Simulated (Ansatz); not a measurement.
Consider the formal exchange of groups at the Al–S bond: `C=[N][AlH][SH]` + `CC` → `C=[N][AlH][CH2]C` + H₂S.

Calculated with Ansatz (gas phase, PBE0-D4/def2-TZVP geometries, no zero-point term in ΔE). CBS: MP2 limit from def2 TZ/QZ plus the TZ coupled-cluster correction, frozen cores. This one scheme is used for every species. DFT in def2-TZVPP. Each species was taken in one conformer, which may not be the lowest.

`C=[N][AlH][SH]`:

Cartesian coordinates in Å:
```
C -1.287 1.182 1.001
N -0.392 0.560 0.405
Al 0.871 -0.309 -0.423
S 0.338 -2.250 -1.272
H -1.473 1.064 2.080
H -1.954 1.894 0.489
H 2.316 0.302 -0.537
H 1.581 -2.443 -1.745
```

`CC`:

Cartesian coordinates in Å:
```
C -0.422 0.631 0.023
C 0.422 -0.631 -0.023
H -1.339 0.519 -0.562
H -0.714 0.878 1.047
H 0.121 1.489 -0.379
H 1.339 -0.519 0.561
H 0.714 -0.878 -1.047
H -0.121 -1.489 0.379
```

`C=[N][AlH][CH2]C`:

```xyz
13

C     1.034    3.061    0.449
N     0.594    1.911    0.617
Al   -0.020    0.285    0.844
C    -0.103   -0.911   -0.705
C    -0.827   -2.238   -0.472
H     2.104    3.307    0.544
H     0.384    3.913    0.195
H    -0.463   -0.095    2.318
H     0.926   -1.097   -1.037
H    -0.568   -0.363   -1.533
H    -1.872   -2.086   -0.188
H    -0.825   -2.870   -1.366
H    -0.364   -2.816    0.332
```

H₂S:

Cartesian coordinates in Å:
```
S -0.581 -0.110 -0.183
H 0.107 -0.378 0.937
H 0.475 0.488 -0.754
```

```
           level  ΔE (kJ/mol)
          revPBE        128.3
CCSD(T)/def2-SVP        127.3
```

Q: What does CCSD(T)/CBS give? (Estimate.)

A: Ansatz gave: +130.1 kJ/mol. The listed levels differ from it by -1.8, -2.8 kJ/mol.

Largest T1 diagnostic among the species: 0.013.

In def2-TZVPP, CCSD(T) changes the Hartree–Fock value by −12.8 kJ/mol (the triples alone add −0.8 kJ/mol) and MP2 by −8.9 kJ/mol. Leaving LDA and LC-ωPBE aside and taking each functional with its dispersion term where it has one, the values, not all of them listed here, spread over 10.0 kJ/mol, from BLYP-D4 to r2SCAN0-D4. LDA lies −4.5 kJ/mol from PBE without D4. From BLYP to BHLYP (50 % exact exchange), in def2-TZVPP and without D4, ΔE moves by +8.0 kJ/mol.
